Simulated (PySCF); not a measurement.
C4H3S, SMILES c1c[c]cs1, multiplicity 2.

Coordinates come from a B3LYP-D3(BJ)/def2-SVP optimisation. The isomer is the one that the SMILES or the coordinates give; other isomers of the formula were not compared.

Computed with B3LYP-D3(BJ)/def2-SVP run with PySCF.

Frequencies are harmonic and unscaled.

| mode | ν (cm⁻¹) | IR (km/mol) | moving atoms (share of kinetic energy) |
|---|---|---|---|
| 1 | 445 | 0.2 | C 70 %, S 15 %, H 14 % |
| 2 | 553 | 9.5 | C 80 %, H 19 % |
| 3 | 605 | 1.3 | S 54 %, C 41 % |
| 4 | 641 | 0.3 | H 78 %, C 22 % |
| 5 | 736 | 0.3 | C 71 %, S 25 % |
| 6 | 743 | 86.1 | H 83 %, C 17 % |
| 7 | 796 | 15.9 | C 81 %, H 14 % |
| 8 | 856 | 2.6 | C 74 %, H 16 %, S 10 % |
| 9 | 888 | 0.0 | H 76 %, C 24 % |
| 10 | 1058 | 10.5 | H 58 %, C 42 % |
| 11 | 1080 | 7.2 | H 87 %, C 12 % |
| 12 | 1170 | 2.5 | H 69 %, C 31 % |
| 13 | 1351 | 1.0 | C 59 %, H 40 % |
| 14 | 1453 | 5.9 | C 92 % |
| 15 | 1531 | 1.7 | C 95 % |
| 16 | 3221 | 0.7 | H 92 %, C 8 % |
| 17 | 3243 | 0.3 | H 91 %, C 9 % |
| 18 | 3258 | 4.6 | H 91 %, C 9 % |
